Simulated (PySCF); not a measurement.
Compound: C2H6O2Si.
Atom-mapped SMILES: `[OH:1][Si@H:2]1[CH2:3][CH2:4][O:5]1` (hydrogens: H6 on O1; H7 on Si2; H8, H9 on C3; H10, H11 on C4)

Computed by this run: PBE0-D3(BJ)/def2-SVP geometry optimisation, gas phase (PySCF); density fitting, grid level 1; the optimiser is geomeTRIC in internal coordinates, started from a GFN2-xTB structure with every atom displaced at random (about 0.01 Å).

Step 0: E = -14127.6363 eV
```
atom  x, y, z in Å  |  force x, y, z in eV/Å
O1      2.2257    0.8750   -0.1779    0.340   2.076   0.083
Si2     1.0173   -0.2012   -0.3188   -0.694  -0.355   0.788
C3     -0.4624   -0.3645    0.8891    1.148   0.849   0.732
C4     -1.2524   -0.0329   -0.3400   -1.517   0.023  -0.438
O5     -0.2501    0.2568   -1.2892    0.093   0.479  -1.269
H6      2.0089    1.8408   -0.1654    0.255  -1.358   0.057
H7      1.7340   -1.4035   -0.7110    0.228  -0.597  -0.125
H8     -0.6334   -1.3309    1.3203   -0.189  -0.920   0.381
H9     -0.5355    0.3913    1.6992    0.098  -0.189  -0.261
H10    -1.8684   -0.8864   -0.6930    0.048   0.124   0.071
H11    -1.9451    0.8301   -0.2293    0.190  -0.133  -0.018
```

Step 1: E = -14127.7637 eV
```
atom  x, y, z in Å  |  force x, y, z in eV/Å
O1      2.2007    0.9125   -0.1747   -0.193   0.006  -0.023
Si2     1.0211   -0.2341   -0.3647   -0.218   0.112   0.217
C3     -0.4020   -0.3335    0.8791    0.115  -0.144  -0.062
C4     -1.2616   -0.0289   -0.3639    0.060   0.027  -0.040
O5     -0.2582    0.2121   -1.3714   -0.031  -0.062   0.001
H6      1.8369    1.7806    0.0375    0.172  -0.001  -0.028
H7      1.7350   -1.4701   -0.7529    0.097  -0.021  -0.023
H8     -0.5951   -1.2999    1.3687   -0.020   0.036  -0.032
H9     -0.4291    0.4573    1.6425    0.036   0.023   0.006
H10    -1.9007   -0.8781   -0.6559   -0.011  -0.027  -0.029
H11    -1.9085    0.8569   -0.2604   -0.007   0.051   0.012
```

Step 2: E = -14127.7728 eV
```
atom  x, y, z in Å  |  force x, y, z in eV/Å
O1      2.1960    0.9138   -0.1786   -0.145  -0.027   0.002
Si2     1.0128   -0.2307   -0.3546    0.002   0.036   0.038
C3     -0.4064   -0.3423    0.8798    0.025  -0.034  -0.002
C4     -1.2652   -0.0300   -0.3634   -0.012   0.008  -0.042
O5     -0.2623    0.2043   -1.3707   -0.002  -0.026   0.013
H6      1.8671    1.7970    0.0217    0.092   0.010  -0.019
H7      1.7447   -1.4607   -0.7429    0.038   0.015   0.004
H8     -0.6035   -1.3091    1.3646   -0.006   0.005  -0.018
H9     -0.4296    0.4471    1.6456    0.006   0.001   0.002
H10    -1.9083   -0.8761   -0.6598   -0.008   0.006   0.009
H11    -1.9067    0.8613   -0.2578    0.011   0.005   0.013
```

**Question.** Estimate the geometry and energy of step 3. (The exact step hangs on the optimiser's Hessian estimate; all steps are aligned on step 2, rigid shifts and turns removed.)

**Answer.** E = -14127.7763 eV, largest force 0.088 eV/Å
```
atom  x, y, z in Å  |  force x, y, z in eV/Å
O1      2.1899    0.9157   -0.1810   -0.057  -0.018   0.020
Si2     1.0081   -0.2288   -0.3470    0.073  -0.003  -0.050
C3     -0.4119   -0.3519    0.8794   -0.021   0.043   0.029
C4     -1.2698   -0.0307   -0.3636    0.004  -0.011  -0.008
O5     -0.2650    0.1948   -1.3701   -0.011  -0.009   0.006
H6      1.8979    1.8141    0.0022    0.013   0.005  -0.010
H7      1.7596   -1.4497   -0.7304   -0.001   0.010   0.009
H8     -0.6127   -1.3200    1.3583    0.006  -0.015  -0.008
H9     -0.4342    0.4351    1.6481   -0.010  -0.013   0.010
H10    -1.9212   -0.8706   -0.6594   -0.007   0.011   0.004
H11    -1.9023    0.8666   -0.2526    0.011   0.001  -0.003
```

The energy changes by -0.0034 eV. The first-order estimate −F·Δx gives -0.0062 eV and the mean of the old and new forces, exact on a quadratic surface, -0.0035 eV. The step makes an angle of 57° with the force vector and moves no atom by more than 0.040 Å.

The cost below is that of the whole optimisation. The run took 38 s of wall time on one thread of an Arm Neoverse V1, shared host with 32 logical CPUs at a one-minute load of 23, and the process peaked at 0.43 GiB of memory.
